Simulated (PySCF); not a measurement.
B(Cl)(OH)2 (BClH2O2), SMILES OB(O)Cl. Atoms are numbered in the order given.

```xyz
6

B     -0.0051    -0.4485     0.0000
Cl    -0.0499     1.3324     0.0000
O     -1.1809    -1.1109     0.0000
H     -1.0444    -2.0681     0.0000
O      1.1777    -1.1155     0.0000
H      1.9437    -0.5290     0.0000
```
Charge 0, spin multiplicity 1.

Geometry: r2SCAN-D4/def2-SVP. One conformer was computed; it need not be the lowest.

All values below come from PBE0/def2-TZVPD run with PySCF.

Question: Estimate the frontier levels, gap, dipole moment and polarisability. (An estimate is asked for; the answer gives what the named calculation found.)

Answer: 
```yaml
highest_occupied_level: -9.19 eV
lowest_empty_level: -0.34 eV
orbital_gap: 8.85 eV
dipole_moment: 1.95 D
quadrupole, principal values (traceless, Buckingham form, about the centre of nuclear charge): -2.54, -1.86, 4.40 D·Å
mean_static_polarisability: 37.1 bohr³ (5.50 Å³)
polarisability_principal_values: 29.3, 37.8, 44.2 bohr³
```
